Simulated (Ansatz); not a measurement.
Consider the cleavage of the Ge–Ge bond: `[SiH3][GeH2][GeH2][SiH2][GeH3]` + CH₃SH → `C[S][GeH2][SiH3]` + `[GeH3][SiH2][GeH3]`.

Calculated with Ansatz (gas phase, PBE0-D4/def2-TZVP geometries, no zero-point term in ΔE). CBS: MP2 limit from def2 TZ/QZ plus the TZ coupled-cluster correction, frozen cores. This one scheme is used for every species. Functionals use def2-TZVPP. For Ge outer-core shells are correlated without core-valence functions, which leaves a few kJ/mol of doubt a bond. Scalar relativity is left out up to krypton. One conformer a species, not always the lowest.

(1) Is it downhill or uphill in electronic energy at CCSD(T)/CBS, and by how much? (Estimate.)

(2) What do these levels give: PBE0-D4, ωB97X-V, ωB97M-V, r2SCAN, PBE0, HF/def2-TZVPP, MP2/def2-TZVPP, CCSD(T)/def2-TZVPP, MP2/def2-QZVPP, SCS-MP2/def2-QZVPP, HF/CBS(def2), MP2/CBS(def2)? (Estimate.)

Largest T1 diagnostic among the species: 0.012.

Results:

(1) Ansatz gave: Nearly level: ΔE = +2.4 kJ/mol.

(2) Computed: PBE0-D4 2.7, ωB97X-V -1.6, ωB97M-V 0.3, r2SCAN -3.5, PBE0 -2.0, HF/def2-TZVPP -13.5, MP2/def2-TZVPP 2.4, CCSD(T)/def2-TZVPP 2.9, MP2/def2-QZVPP 1.7, SCS-MP2/def2-QZVPP -2.5, HF/CBS(def2) -14.7, MP2/CBS(def2) 1.9 kJ/mol.

The D4 term adds +7.1 kJ/mol with B3LYP and +4.7 kJ/mol with PBE0; it sums over pairs of atoms, weighted by their polarisabilities, and B3LYP, whose exchange is more repulsive, gets the larger term. In def2-TZVPP, CCSD(T) changes the Hartree–Fock value by +16.4 kJ/mol (the triples alone add +0.6 kJ/mol) and MP2 by +15.9 kJ/mol.

B3LYP here is the variant with VWN-RPA as its local correlation; programs differ in this.
